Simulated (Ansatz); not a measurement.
Cost and result for the atomization energy of `CC[N](C)[Ge]([Cl])([Cl])[N](C)CC` (27 atoms, 26 bonds).

Cartesian coordinates in Å:
```
C -2.4810 -2.1547 -0.9862
C -2.0940 -0.7154 -1.2774
N -0.7332 -0.4099 -0.8698
C 0.2956 -0.9908 -1.7083
Ge -0.3735 1.1993 -0.1373
Cl -1.9093 1.5818 1.3314
Cl -0.5506 2.7888 -1.5942
N 1.2986 1.2563 0.5736
C 2.0512 2.4927 0.4735
C 1.5119 0.6058 1.8626
C 0.9792 -0.8082 1.9517
H -3.5170 -2.3332 -1.2837
H -2.3863 -2.3673 0.0807
H -1.8559 -2.8639 -1.5327
H -2.7769 -0.0518 -0.7413
H -2.2257 -0.5039 -2.3498
H 1.2796 -0.6411 -1.3920
H 0.1619 -0.7317 -2.7687
H 0.2917 -2.0820 -1.6242
H 3.1190 2.2658 0.5620
H 1.7952 3.2136 1.2633
H 1.8880 2.9719 -0.4903
H 1.0916 1.2122 2.6805
H 2.5969 0.5871 2.0218
H 1.2502 -1.2349 2.9197
H -0.1084 -0.8477 1.8678
H 1.4013 -1.4389 1.1672
```

The species carries charge 0 and has multiplicity 1. Correlated methods include outer-core shells of Ge, which these sets cover unevenly. Scalar relativity is left out up to krypton. All single points use the PBE0-D4/def2-TZVP geometry. It is one conformer, not always the lowest. Program: Ansatz. All runs use 11 threads of an AMD EPYC 7R13 on a shared host and a whole NVIDIA H100 80 GB. Times are those of one run each, without the atoms' runs, and a repeat can differ threefold. Electronic energies, without spin–orbit coupling; frozen cores. CCSD(T)/CBS adds CCSD(T) − MP2 in def2-TZVPP to the MP2 limit, and its time is that of the two runs behind it. T1 = 0.010. With those shells the extrapolation isn't a true limit. HSE06 is the plane-wave form, built on full-range PBE exchange.

CCSD(T)/CBS is a level of theory with its own doubt, some kJ/mol a heavy atom from the limit and from the frozen cores, so smaller differences don't rank the functionals.

| level | functions | wall time | atomization (kcal/mol) | difference from CCSD(T)/CBS | per bond |
| --- | --- | --- | --- | --- | --- |
| PBE-D4/def2-TZVPP (with forces) | 604 | 6 s | 2485.1 | 49.7 | 1.9 |
| BLYP-D4/def2-TZVPP | 604 | 7 s | 2425.2 | -10.2 | -0.4 |
| PBE0-D4/def2-TZVPP | 604 | 7.5 s | 2450.0 | 14.6 | 0.6 |
| B97M-V/def2-TZVPP | 604 | 8.5 s | 2440.9 | 5.5 | 0.2 |
| CCSD(T)/def2-SVP | 260 | 10 s | 2318.2 | -117.2 | -4.5 |
| ωB97X-V/def2-TZVPP | 604 | 14 s | 2444.5 | 9.1 | 0.4 |
| HSE06-D4/def2-TZVPP | 604 | 16 s | 2451.4 | 16.0 | 0.6 |
| B2PLYP/def2-TZVPP | 604 | 16 s | 2404.1 | -31.3 | -1.2 |
| PBE-QIDH/def2-TZVPP | 604 | 21 s | 2429.1 | -6.3 | -0.2 |
| MP2/def2-QZVPP | 1165 | 22 s | 2445.2 | 9.8 | 0.4 |
| CAM-B3LYP-D4/def2-TZVPP | 604 | 24 s | 2444.0 | 8.6 | 0.3 |
| CCSD(T)/def2-TZVPP | 604 | 110 s | 2378.2 | -57.2 | -2.2 |
| CCSD(T)/CBS(def2) | – | 2.2 min | 2435.4 | 0.0 | 0.0 |

From PBE to PBE0 (25 % exact exchange), in def2-TZVPP and without D4, the atomization energy moves by −32.3 kcal/mol: exact exchange takes away binding that semilocal exchange gives to molecules. The D4 term adds +32.9 kcal/mol with B3LYP and +18.2 kcal/mol with PBE0; it sums over pairs of atoms, weighted by their polarisabilities, and B3LYP, whose exchange is more repulsive, gets the larger term. In def2-TZVPP, CCSD(T) changes the Hartree–Fock value by +610.8 kcal/mol (the triples alone add +36.9 kcal/mol) and MP2 by +644.4 kcal/mol; breaking electron pairs costs correlation energy, which Hartree–Fock lacks.

B3LYP here is the variant with VWN-RPA as its local correlation; programs differ in this.
